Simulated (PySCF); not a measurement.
## W (tungsten, neutral) across methods

[Xe] 4f14 5d5 6s1, high-spin 7S determinant (an excited configuration). Calculation: PySCF 2.14, in x2c-TZVPPall with one added diffuse shell each of s, p, d, f type (12s8p8d4f1g, 113 functions); the spin-free X2C one-electron Hamiltonian (Gaussian nucleus).

```
method   E (hartree)  mean ε 4f β (eV)  mean ε 6s α (eV)  mean ε 5d α (eV)  Σ⟨r²⟩ (bohr²)    ⟨S²⟩
  PBE0     -16143.28           -34.918            -6.424            -5.297          65.21  12.003
   LDA     -16133.16           -31.038            -5.982            -4.252          65.79  12.001
r2SCAN     -16143.61           -30.869            -6.156            -4.343          64.88  12.004
   PBE     -16143.51           -30.680            -5.810            -4.137          65.95  12.002
   UHF  -16138.25818           -47.085            -7.920            -8.441          64.91  12.009
```

Spin-orbit coupling, which splits the p, d and f shells strongly at this Z, is absent.
